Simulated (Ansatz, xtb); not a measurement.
# Two isomers of AlFH4SSi

Structure a: `[F][AlH][S][SiH3]`, a singlet. Structure b: `[F][Al]([SiH3])[SH]`, a singlet. Both are isolated molecules in the gas phase, relaxed with PBE-D3(BJ)/def2-SVP; the shapes shown needn't be the lowest conformers.

a (Å):

```tsv
atom	x (Å)	y (Å)	z (Å)
Al	2.4078	-0.4169	-0.4394
F	1.3837	0.3412	-1.5374
S	1.4513	-1.2799	1.3231
Si	-0.6134	-0.7468	0.8716
H	3.9656	-0.4788	-0.7057
H	-1.0748	-1.3813	-0.4078
H	-0.7897	0.7416	0.7949
H	-1.4148	-1.2891	2.0188
```

b (Å):

```xyz
8

Al    0.0093    2.1159    0.1988
F    -1.3313    2.1440    1.2152
S    -0.3429    2.9038   -1.8188
Si    2.1411    1.2424    1.0121
H     2.0025   -0.1947    1.4434
H     2.6317    2.0396    2.1930
H     3.1860    1.3122   -0.0720
H     0.9499    2.6663   -2.1843
```

Q: Estimate E(b) − E(a) at the level CCSD(T)/def2-SVP + ΔMP2/def2-TZVPP.

A: Calculated at CCSD(T)/def2-SVP + ΔMP2/def2-TZVPP: E(b) − E(a) = +12.0 kcal/mol, so structure a lies lower.

How the difference moves with the method:

| level | geometry | E(b) − E(a) (kcal/mol) | departure from the last row (kcal/mol) | job, with rough time for the two |
| --- | --- | --- | --- | --- |
| PBE-D3(BJ)/def2-SVP | PBE-D3(BJ)/def2-SVP | +8.2 | −3.7 | optimisation, 4.2 min |
| HF/def2-SVP | PBE-D3(BJ)/def2-SVP | +13.7 | +1.8 | part of the CCSD(T) run |
| MP2/def2-SVP | PBE-D3(BJ)/def2-SVP | +13.2 | +1.2 | part of the CCSD(T) run |
| CCSD(T)/def2-SVP | PBE-D3(BJ)/def2-SVP | +10.8 | −1.2 | single point |
| CCSD(T)/def2-SVP + ΔMP2/def2-TZVPP | PBE-D3(BJ)/def2-SVP | +12.0 |  | single point, 54 s |

As drawn, b has 1 Al–Si, 1 S–H in place of 1 S–Si, 1 Al–H.

None of the levels shown reverses the order. The largest departure from CCSD(T)/def2-SVP + ΔMP2/def2-TZVPP is that of PBE-D3(BJ)/def2-SVP, 3.7 kcal/mol. Levels run at GFN2-xTB geometries aren't shown. The last row adds to CCSD(T) the change of the MP2 difference between the two basis sets, here +1.2 kcal/mol.

With harmonic frequencies from PBE-D3(BJ)/def2-SVP (ideal gas, rigid rotor, one conformer each, 298.15 K, 1 atm): on the last row, ΔE + ΔZPE = +11.7 kcal/mol. A mode under 50 cm⁻¹ makes harmonic enthalpies and free energies unreliable, so none is given.

The correlated steps freeze 16 core orbitals. Codes used: Ansatz 0.2.0; the last row on 1 thread of AMD EPYC (Zen 3) on a shared host.
